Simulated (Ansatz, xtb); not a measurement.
## C6H10Si: 9 structures ranked

9 gas-phase structures of C6H10Si, from a drawn sample of its isomers (lower ones may exist). Each was relaxed with GFN2-xTB; where two conformers were screened, the lower at r2SCAN-D4/def2-SVP//GFN2-xTB is listed:

A. `C#CC[C@@H]1CC[SiH2]1`, a singlet
B. `C=C[C@@H]1C=CC[SiH2]1`, a singlet
C. `C=C=C1CC[Si@@H]1C`, a singlet
D. `C#C[C@@H]1CC[C@H]1[SiH3]`, a singlet
E. `C[SiH2]C#CC1CC1`, a singlet
F. `C=CC[SiH2]C#CC`, a singlet
G. `C#CC1(C[SiH3])CC1`, a singlet
H. `CCC1=CC=C[SiH2]1`, a singlet
I. `C=C[C@@H]1CC(=C)[SiH2]1`, a singlet

Problem. Make a reasoned guess at their ranking by r2SCAN-D4/def2-SVP//GFN2-xTB single-point energy.

Solution. Calculated order at r2SCAN-D4/def2-SVP//GFN2-xTB: H (0.000), B (0.186), C (0.829), F (1.064), E (1.079), I (1.146), A (1.741), G (1.957), D (2.011) eV. Less than 1 kcal/mol parts F and E, so the order within that pair means little.

Energies above the lowest of each column, in eV; the last columns are at r2SCAN-D4/def2-SVP geometries and were run for some of them only (a dash: not run or not comparable):

```tsv
structure	GFN2-xTB	HF/STO-3G	r2SCAN-D4/def2-SVP//GFN2-xTB	r2SCAN-D4/def2-SVP	CCSD(T)/def2-SVP + ΔMP2/def2-TZVPP
H	0.000	0.000	0.000	0.000	0.000
B	0.120	0.172	0.186	0.203	0.124
C	1.083	0.923	0.829	0.839	0.869
F	1.081	1.306	1.064	–	–
E	0.822	0.959	1.079	–	–
I	0.794	1.357	1.146	–	–
A	1.013	1.183	1.741	–	–
G	0.903	1.976	1.957	–	–
D	0.675	1.331	2.011	–	–
```

Every level run on H puts it lowest or level with the lowest. Flexible structures stand in one conformer each, not always the lowest. Frequencies (GFN2-xTB) were run for B, C, H alone. The ΔMP2 step shifts differences by up to 0.170 eV, which makes them less sure. ΔMP2 is the change of the MP2 energy from the smaller to the larger basis.

Over these structures GFN2-xTB departs from r2SCAN-D4/def2-SVP//GFN2-xTB by 0.432 eV on average once a common shift is removed. A GFN2-xTB relaxation took about 0.083 s and the r2SCAN-D4/def2-SVP//GFN2-xTB energy about 1.7 s on a shared host (Ansatz 0.2.0, xtb 6.7.1).
